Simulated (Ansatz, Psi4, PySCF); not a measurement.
C$_{2}$H$_{6}$Bi (SMILES [CH3][Bi][CH3]), doublet, geometry from GFN2-xTB (such geometries of metal compounds can be far from the true shape) (the spin is typed, not shown lowest) (core potentials on Bi). Base run: PySCF with B3LYP/def2-SVPD.

Input for PySCF:
```python
from pyscf import gto, scf, dft

mol = gto.M(
    atom='''
Bi    0.189510   -0.011201    0.228492
C     0.439302    0.241447   -2.022926
H     1.093793   -0.525586   -2.418202
H     0.862110    1.212368   -2.249777
H    -0.529834    0.158329   -2.493929
C    -2.077109   -0.144456    0.048021
H    -2.343627   -0.980729   -0.585283
H    -2.462307    0.765503   -0.393506
H    -2.522650   -0.282160    1.025269
''',
    basis='def2-svpd',
    ecp={'Bi': 'def2-svpd'},
    charge=0,
    spin=1,
    verbose=4,
)

mf = dft.UKS(mol)
mf.xc = 'b3lyp'
mf.kernel()
```

The same geometry, method and basis name were run in Ansatz (a quantum-chemistry and plane-wave program) and Psi4 and PySCF, at each program's defaults and at the settings that a row names. The base is PySCF at its defaults. Differences at the defaults can come from grids, fitting, cores and function types together.

```json
[
 {"code and settings": "PySCF, defaults (exact integrals, its default grid, spherical functions)", "ΔE vs base (mEh)": "0.000", "basis functions": "120", "E (Eh)": "-294.44883", "SCF cycles": "13", "dipole (D)": "0.03"},
 {"code and settings": "Psi4, defaults (density fitting with its default set, its default grid, spherical functions)", "ΔE vs base (mEh)": "-0.010", "basis functions": "120", "E (Eh)": "-294.44884", "SCF cycles": "10", "dipole (D)": "0.03"},
 {"code and settings": "Ansatz, defaults (factorised integrals, its default grid, spherical functions)", "ΔE vs base (mEh)": "0.015", "basis functions": "120", "E (Eh)": "-294.44881", "SCF cycles": "-", "dipole (D)": "-"},
 {"code and settings": "PySCF, density fitting with def2-universal-jkfit", "ΔE vs base (mEh)": "-0.029", "basis functions": "120", "E (Eh)": "-294.44886", "SCF cycles": "13", "dipole (D)": "0.03"},
 {"code and settings": "PySCF, fine grid", "ΔE vs base (mEh)": "0.001", "basis functions": "120", "E (Eh)": "-294.44883", "SCF cycles": "13", "dipole (D)": "0.03"},
 {"code and settings": "Psi4, exact integrals, spherical functions, fine grid", "ΔE vs base (mEh)": "0.003", "basis functions": "120", "E (Eh)": "-294.44882", "SCF cycles": "13", "dipole (D)": "0.03"},
 {"code and settings": "Ansatz, high accuracy", "ΔE vs base (mEh)": "0.002", "basis functions": "120", "E (Eh)": "-294.44883", "SCF cycles": "-", "dipole (D)": "-"}
]
```

Open shells are given as the SCF converged; they aren't shown to be the lowest states, and a large step between rows can be another state.
